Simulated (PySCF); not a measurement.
Ge(Cl)(SH)3 (ClGeH₃S₃), SMILES [SH][Ge]([SH])([SH])[Cl].

Geometry: ωB97X-D3(BJ)/def2-SVP. This is a generated structure with no PubChem entry under its InChIKey; it may be hypothetical. One conformer was computed; it need not be the lowest.

The numbers are results of ωB97X-D3(BJ)/def2-SVP (PySCF 2.14.0), not measurements.

Frequencies are harmonic and unscaled.

| mode | ν (cm⁻¹) | IR (km/mol) | Raman (Å⁴/amu) | depolarisation | moving atoms (share of kinetic energy) |
|---|---|---|---|---|---|
| 1 | 53 | 4.6 | 4.1 | 0.74 | H 56 %, S 33 %, Cl 11 % |
| 2 | 113 | 2.9 | 4.8 | 0.75 | S 66 %, Cl 18 %, H 16 % |
| 3 | 129 | 4.9 | 2.3 | 0.72 | S 50 %, H 36 %, Cl 9 % |
| 4 | 147 | 10.4 | 2.1 | 0.68 | S 52 %, Ge 23 %, Cl 17 %, H 9 % |
| 5 | 152 | 3.3 | 2.3 | 0.74 | S 36 %, Cl 25 %, Ge 21 %, H 17 % |
| 6 | 160 | 6.0 | 4.2 | 0.74 | S 44 %, Ge 24 %, Cl 22 %, H 10 % |
| 7 | 187 | 39.8 | 3.9 | 0.75 | H 73 %, S 20 % |
| 8 | 247 | 17.5 | 5.8 | 0.75 | H 89 %, S 11 % |
| 9 | 382 | 0.1 | 30.1 | 0.01 | S 81 %, Cl 17 % |
| 10 | 447 | 56.0 | 5.2 | 0.75 | S 52 %, Ge 37 %, Cl 8 % |
| 11 | 454 | 64.3 | 6.0 | 0.74 | S 48 %, Ge 38 %, Cl 11 % |
| 12 | 459 | 72.2 | 5.9 | 0.75 | Ge 38 %, Cl 35 %, S 25 % |
| 13 | 756 | 11.1 | 3.8 | 0.75 | H 93 % |
| 14 | 768 | 2.6 | 7.8 | 0.75 | H 94 % |
| 15 | 788 | 4.5 | 7.5 | 0.74 | H 92 % |
| 16 | 2753 | 0.6 | 91.2 | 0.35 | H 97 % |
| 17 | 2756 | 0.7 | 118.3 | 0.25 | H 97 % |
| 18 | 2760 | 1.8 | 109.8 | 0.32 | H 97 % |
